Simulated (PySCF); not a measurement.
Species: C7H5P.
Geometry (GFN2-xTB, Å), atoms numbered from 1 in this order:
```xyz
13
C7H5P angstrom
C      3.3203   -0.9595   -0.0239
C      2.1474   -0.7019    0.0229
C      0.7690   -0.3970    0.0773
C      0.3336    0.8176   -0.4423
C     -0.9879    1.2217   -0.4451
C     -2.0118    0.4435    0.0773
C     -1.8047   -0.7958    0.6442
P     -0.2775   -1.5996    0.8085
H      4.3439   -1.1849   -0.0640
H      1.0808    1.4769   -0.8669
H     -1.2327    2.1841   -0.8720
H     -3.0223    0.8302    0.0369
H     -2.6623   -1.3349    1.0293
```

Level of theory: TDDFT B3LYP/def2-SVPD, vertical, gas phase, core orbitals frozen in the response (PySCF).

```tsv
state	E (eV)	λ (nm)	f	symmetry	main configurations (H = HOMO, L = LUMO)
S1	4.27	290.3	0.029	A′	H→L (34%), H→L+1 (32%), H-1→L (31%)
S2	4.53	273.8	0.158	A′	H→L (58%), H→L+1 (26%), H-1→L (11%)
S3	4.54	273.1	0.0050	A″	H-2→L (93%)
S4	4.94	250.8	0.0075	A″	H-3→L (90%)
S5	5.17	239.7	0.0023	A″	H-2→L+1 (93%)
S6	5.44	227.9	0.410	A′	H-1→L (52%), H→L+1 (37%)
S7	5.62	220.7	0.0002	–	H-3→L+1 (91%)
S8	5.67	218.5	0.076	A′	H-1→L+1 (82%), H-4→L (12%)
```

Triplets, Tamm–Dancoff:

```csv
state,E (eV),λ (nm),"main configurations (H = HOMO, L = LUMO)"
T1,2.92,424.4,H→L (90%)
T2,3.72,333.7,"H-1→L (53%), H→L+1 (42%)"
T3,3.92,316.4,"H-2→L (78%), H-3→L (16%)"
```

The lowest singlet comes at 290 nm (412 kJ/mol) in the ultraviolet; it is weak; its leading configuration is HOMO→LUMO (34%). The most intense listed level is S6 at 5.44 eV (228 nm, f = 0.410), 1.17 eV above S1. Löwdin shares by element: HOMO carbon 50% or more, phosphorus 19% (atoms not listed hold the other 31%); LUMO carbon 39% or more, phosphorus 32% (atoms not listed hold the other 29%). Weighted by f, the mean energy of these states is 5.19 eV. Orbital energies (eV): HOMO-3 -7.98, HOMO-2 -7.62, HOMO-1 -7.41, HOMO -6.71, LUMO -2.03, LUMO+1 -1.39, LUMO+2 0.43. The oscillator strengths of these states sum to 0.688; summed over the whole spectrum of an exact calculation they would give the number of electrons, 62 (Thomas–Reiche–Kuhn). Symmetry labels in Cs follow from the direction of the transition dipole and are given only for states with f of 0.002 or more. Singlets were solved by full linear response, triplets in the Tamm–Dancoff approximation.
